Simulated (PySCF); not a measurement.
Molecule: SMILES CC1=C(F)CC=C1, C6H7F.

Cartesian coordinates in Å; atom numbers follow the order of the lines, from 1:
```xyz
14

C     2.0789    0.0094   -0.2472
C     0.5999    0.0098   -0.0789
C    -0.1804   -0.9222    0.4883
F     0.2166   -2.0857    1.0357
C    -1.6216   -0.5394    0.4621
C    -1.5552    0.7869   -0.2223
C    -0.2834    1.0784   -0.5214
H     2.3399    0.0762   -1.3029
H     2.5074   -0.9001    0.1658
H     2.5156    0.8687    0.2609
H    -2.0430   -0.4670    1.4669
H    -2.2258   -1.2615   -0.0910
H    -2.4258    1.3832   -0.4223
H     0.0763    1.9627   -1.0158
```

Frames of a GFN2-xTB Langevin trajectory at 200 K; GIAO PBE0/pcSseg-1 shieldings in PySCF 2.14, gas phase, non-relativistic; equivalent atoms averaged within each frame.

Scale: ¹³C (σ = 186.93 ppm), ¹H (σ = 31.72 ppm) vs TMS; CFCl3 for ¹⁹F (σ = 170.95 ppm) (reference shieldings calculated alike). The references are static minima.

How do the shifts (ppm) fluctuate along the trajectory?

Results:


| time (fs) | C3 | C7 | C2 | C6 | C5 | C1 | F4 | H14 | H13 | H11/H12 |
| --- | --- | --- | --- | --- | --- | --- | --- | --- | --- | --- |
| optimised geometry | 174.5 | 142.4 | 122.7 | 127.5 | 41.5 | 11.9 | -135.9 | 6.52 | 6.01 | 3.12 |
| 250 | 186.7 | 140.5 | 132.9 | 122.8 | 41.4 | 9.8 | -126.4 | 6.32 | 5.46 | 3.44 |
| 425 | 177.4 | 137.2 | 125.3 | 122.9 | 38.4 | 11.6 | -120.2 | 6.29 | 6.18 | 2.67 |
| 625 | 177.6 | 144.6 | 126.5 | 126.8 | 42.4 | 14.4 | -132.4 | 6.79 | 5.63 | 3.75 |
| 800 | 179.9 | 146.9 | 120.7 | 119.9 | 42.6 | 14.8 | -123.1 | 7.01 | 5.74 | 2.85 |
| 1000 | 179.9 | 145.1 | 130.3 | 131.1 | 40.1 | 11.3 | -126.1 | 6.69 | 6.85 | 2.83 |
| mean of frames | 180.3 | 142.9 | 127.2 | 124.7 | 41.0 | 12.4 | -125.6 | 6.62 | 5.97 | 3.11 |
| standard deviation | 3.8 | 3.9 | 4.7 | 4.3 | 1.8 | 2.2 | 4.6 | 0.31 | 0.56 | 0.46 |

5 frames give an uncertainty of the mean of about the standard deviation over 2.2 at best, since frames this close in time may not be independent; classical motion lacks zero-point vibration, and the reference would need the same averaging.
